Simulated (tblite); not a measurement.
Compound: C6H7O4 (charge -1).
Z-matrix (Å and degrees, GFN2-xTB geometry), rows numbered from 1:
```
C 
C   1  1.3268
C   2  1.4835  1  121.87
O   3  1.2143  2  123.90  1     3.50
O   3  1.3254  2  110.06  1  -175.66
C   5  1.4397  3  119.64  2  -173.62
C   6  1.5097  5  110.71  3   111.58
C   7  1.6119  6  110.49  5   160.98
O   8  1.2309  7  113.98  6   149.89
O   8  1.2321  7  115.21  6   -31.45
H   1  1.0776  2  122.66  3   179.23
H   1  1.0776  2  119.90  3    -0.88
H   2  1.0800  1  122.81  3  -178.98
H   6  1.0948  5  106.99  3  -130.14
H   6  1.0929  5  109.04  3   -11.62
H   7  1.0930  6  109.70  5    44.29
H   7  1.0906  6  112.28  5   -76.89
```

Level: GFN2-xTB in tblite, geometry and Hessian alike; calculated harmonic values, unscaled, isolated species. The method is semi-empirical: single wavenumbers can be off by several per cent or more. One conformer, not necessarily the lowest.

Harmonic wavenumbers (cm⁻¹): 31.6, 40.8, 50.9, 68.7, 106.2, 176.9, 206.6, 294.0, 317.9, 443.4, 479.7, 494.6, 594.9, 644.4, 669.7, 751.4, 785.4, 823.9, 880.6, 885.5, 972.2, 983.6, 1007.1, 1047.3, 1075.2, 1131.8, 1173.9, 1193.3, 1244.3, 1265.8, 1284.5, 1322.2, 1382.5, 1442.8, 1472.5, 1649.1, 1716.1, 1803.9, 2942.4, 2957.3, 2972.9, 2986.4, 3081.3, 3091.6, 3124.5.

A = 4641, B = 478.6, C = 476.3 MHz; mass 143.034 u (most abundant isotopes); point group C1, symmetry number 1.

**Question.** Zero-point energy?

**Answer.** ½Σν̃ = 26536 cm⁻¹ = 75.87 kcal/mol.

**Question.** What is S at 350 K and 1 bar for an ideal gas of classical rigid rotors and harmonic oscillators?

**Answer.** Translation 41.61, rotation 30.58, vibration 40.79: S = 113.0 cal/(mol K).

**Question.** And Cp and H(350 K) − H(0)?

**Answer.** Cp = 42.98 cal/(mol K), of which vibrations give 35.03 (their classical limit is 45 R = 89.4); H(350 K) − H(0) = 9.43 kcal/mol without the zero-point energy, 6.64 from vibrations.

**Question.** What must be added to the electronic energy to get the Gibbs energy at 350 K and 1 bar?

**Answer.** ZPE + [H(350 K) − H(0)] − T·S = 75.87 + 9.43 − 39.54 = 45.76 kcal/mol.

**Question.** Blend soft modes into free rotors: weight 1/[1 + (100 cm⁻¹/ν̃)⁴] for the oscillator and the rest for a rotor with moment μB/(μ + B), μ = h/(8π²ν), B = 10⁻⁴⁴ kg m². What vibrational entropy results?

**Answer.** 34.78 cal/(mol K) in place of 40.79, which changes −T·S at 350 K by +2.11 kcal/mol.

**Question.** How do the functions run with temperature in this model?

**Answer.** 
| T (K) | S (cal/(mol K)) | Cp (cal/(mol K)) | H − H(0) (kcal/mol) | G − H(0) (kcal/mol) | ln q(vib) |
| --- | --- | --- | --- | --- | --- |
| 100 | 76.3 | 20.8 | 1.54 | -6.09 | 3.35 |
| 200 | 93.2 | 29.1 | 4.02 | -14.62 | 6.69 |
| 300 | 106.7 | 38.4 | 7.39 | -24.62 | 9.60 |
| 500 | 130.4 | 54.8 | 16.80 | -48.39 | 14.96 |
| 800 | 159.8 | 70.1 | 35.77 | -92.09 | 22.30 |
| 1000 | 176.2 | 76.4 | 50.45 | -125.73 | 26.75 |

q(vib) and H(0) count from the zero-point level.

**Question.** Which modes carry the vibrational entropy at 350 K?

**Answer.** 31.6 cm⁻¹: 6.04; 40.8 cm⁻¹: 5.54; 50.9 cm⁻¹: 5.10; 68.7 cm⁻¹: 4.51; 106.2 cm⁻¹: 3.65; 176.9 cm⁻¹: 2.66 cal/(mol K); the other 39 give 13.29 together.

Hindered rotation and anharmonicity are outside this model. Other conformers, if any are populated, would add a mixing term that is left out. The structure is chiral; the term R ln 2 for an equal mix with its mirror image is left out.

Hardware: Intel Xeon Platinum 8259CL at 2.50 GHz, one thread, shared host with 96 logical CPUs at a one-minute load of 24. Cost: 1.1 s of wall time. This covers the Hessian and the dipole derivatives.
